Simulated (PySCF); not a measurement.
# What a mistake does to a calculation on AlBGeH6N cation

These are calculations, not measurements. They come from PySCF 2.14.0, an open-source quantum chemistry program, on an isolated molecule that a program drew, which may never have been made. The molecule is AlBGeH6N cation (charge +1, singlet), drawn as the SMILES string `[BH2][Ge+]([NH2])[AlH2]`.

Each row is a Hartree-Fock (HF) and frozen-core CCSD(T) single point in the cc-pV(D+d)Z basis, meant for a local HF minimum. Run 1 is clean. Each other run has one planted mistake out of seven kinds, and not every kind appears here: one electron removed, one electron added, multiplicity raised by two, geometry at a saddle point, minimal basis STO-3G, one bond length entered in bohr, all coordinates scaled. The reference is restricted for singlets and unrestricted otherwise, and also for a bond in bohr. Adding or removing an electron swaps singlet and doublet. Electrons count all cores. HOMO and LUMO are orbital energies over both spins, the gradient is its largest component, and the lowest frequency (negative if imaginary) is given only where the gradient is small. Bond lengths are over the 9 bonds as drawn. T1 is the CCSD diagnostic: over 0.02 (restricted) or 0.045 (unrestricted) a single reference is doubtful. Germanium has the cc-pVDZ-PP basis, with a core potential (ECP10MDF) in place of its 10 inner electrons, and its 3s, 3p and 3d shells are frozen in CCSD(T).

Geometry of the clean run:
```xyz
10
AlBGeH6N cation, angstrom
B    -2.9649    1.3051    0.3668
Ge   -1.3485    0.8168   -0.8712
N    -0.0381    0.0645    0.0292
Al   -0.8627    1.0815   -3.4136
H    -3.8307    0.5017    0.5176
H    -2.9937    2.3856    0.8663
H     0.8188   -0.2372   -0.3994
H    -0.0506   -0.1157    1.0175
H    -2.0207    1.7516   -4.2101
H     0.5427    0.5247   -3.7938
```

| run | electrons | basis functions | <S^2> | HOMO (eV) | LUMO (eV) | gradient (hartree/bohr) | lowest frequency (cm^-1) | mean bond (Å) | longest bond (Å) | T1 | HF (hartree) | CCSD(T) (hartree) | mistake |
|---|---|---|---|---|---|---|---|---|---|---|---|---|---|
| 1 | 62 | 104 | 0.000 | -14.84 | -4.60 | 4.1e-05 | 54 | 1.5512 | 2.602 | 0.0190 | -617.67617 | -618.13037 | no fault |
| 2 | 63 | 104 | 0.759 | -5.72 | 1.06 | 5.4e-02 | - | 1.5512 | 2.602 | 0.0198 | -617.86498 | -618.33297 | one electron added |
| 3 | 62 | 104 | 0.000 | -14.79 | -5.07 | 7.3e-06 | -151 | 1.5543 | 2.599 | 0.0208 | -617.67291 | -618.12872 | ? |
| 4 | 62 | 104 | 2.023 | -11.80 | -6.95 | 2.9e-02 | - | 1.5512 | 2.602 | 0.0220 | -617.56896 | -618.01254 | ? |

**Which mistake was planted in run 3, and what did it cost?**

The gradient is small, so the point is stationary, but the lowest frequency is imaginary (-151 cm^-1). So the mistake is: geometry at a saddle point. Subtracting run 1 and multiplying by 627.51 kcal/mol a hartree, the energy moved by 2.0 kcal/mol in HF and 1.0 kcal/mol in CCSD(T).

**Which mistake was planted in run 4, and what did it cost?**

Electrons, basis and geometry are unchanged, and <S^2> is 2.023, beside S(S+1) = 2.00 for a multiplicity of 3. So the mistake is: multiplicity raised by two. Subtracting run 1 and multiplying by 627.51 kcal/mol a hartree, the energy moved by 67.3 kcal/mol in HF and 73.9 kcal/mol in CCSD(T).

Cautions from the logs. Run 3: T1 is over the limit, so its CCSD(T) energy is less reliable.
